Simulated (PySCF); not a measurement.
**Electric field gradients and quadrupole coupling constants**

C₅H₈ClNSi₂.
Cartesian coordinates in Å at the GFN2-xTB level; atoms count from 1:
```
atom  x, y, z in Å
N1     2.6411    2.4718    0.8136
C2     2.8927    1.2766    0.4802
C3     1.9571    0.2674    0.1779
C4     1.0754   -0.5332   -0.0426
C5     0.0614   -1.4647   -0.3358
Si6   -1.1085   -1.1407   -1.8160
C7    -1.3942   -1.1030    0.0507
Si8   -1.6848    0.4781    1.0348
Cl9   -3.6896    0.6720    1.2259
H10    1.6464    2.6941    0.8598
H11    3.9419    0.9955    0.4189
H12    0.3540   -2.4920   -0.1404
H13   -0.9264    0.1090   -2.5272
H14   -1.5325   -2.3182   -2.5528
H15   -1.9366   -1.9552    0.4533
H16   -1.1044    0.4011    2.3734
H17   -1.2000    1.6535    0.3148
```

Field gradients from the PBE0/pcSseg-1 density (PySCF, non-relativistic), principal values in atomic units, ordered |Vxx| ≤ |Vyy| ≤ |Vzz|:

| atom | Vxx | Vyy | Vzz |
| --- | --- | --- | --- |
| N1 | 0.3212 | 0.6917 | -1.0128 |
| Cl9 | -1.0260 | -1.0863 | 2.1122 |

Problem. Find the asymmetry η = (Vxx − Vyy)/Vzz and the couplings χ = eQV/h (234.96 MHz × Q in barn × V in au), with Q(14N) = 0.02044 b, Q(35Cl) = −0.0817 b.

Solution. 
```tsv
atom	environment	nucleus	η	χzz (MHz)	χxx (MHz)	χyy (MHz)
N1	imine nitrogen	14N	0.37	-4.864	1.542	3.322
Cl9	silicon-bound chlorine	35Cl	0.03	-40.55	19.70	20.85
```

The gradient is axial or nearly so (η below 0.05) at Cl9. 

Problem. What is Vzz at N1 in SI units (1 au = 9.71736 × 10²¹ V/m²)?

Solution. -1.0128 au = -9.842 × 10²¹ V/m².

Problem. What couplings would deuterons (Q(2H) = 0.00286 b) have in place of the hydrogens, at this geometry?

Solution. 
| atom | bonded to | bond length (Å) | Vzz (au) | η | χzz (kHz) |
| --- | --- | --- | --- | --- | --- |
| H10 | N1 | 1.020 | 0.3808 | 0.03 | 256 |
| H11 | C2 | 1.088 | 0.3070 | 0.04 | 206 |
| H12 | C5 | 1.086 | 0.3202 | 0.09 | 215 |
| H13 | Si6 | 1.449 | 0.1721 | 0.06 | 116 |
| H14 | Si6 | 1.452 | 0.1702 | 0.06 | 114 |
| H15 | C7 | 1.087 | 0.3222 | 0.07 | 217 |
| H16 | Si8 | 1.461 | 0.1609 | 0.01 | 108 |
| H17 | Si8 | 1.461 | 0.1612 | 0.01 | 108 |

One conformer (not necessarily the lowest) at the GFN2-xTB geometry, without solvent, vibrations or thermal averaging. GFN2-xTB bond lengths can be off by several hundredths of an ångström, more for odd bonds, and the gradients follow them. With a basis this small, the couplings can be 20 % off.

The run behind these numbers computed NMR shieldings as well. Hardware: one thread of an Arm Neoverse N1, no GPU, shared host. Cost: 78 s, 0.96 GiB resident at most.
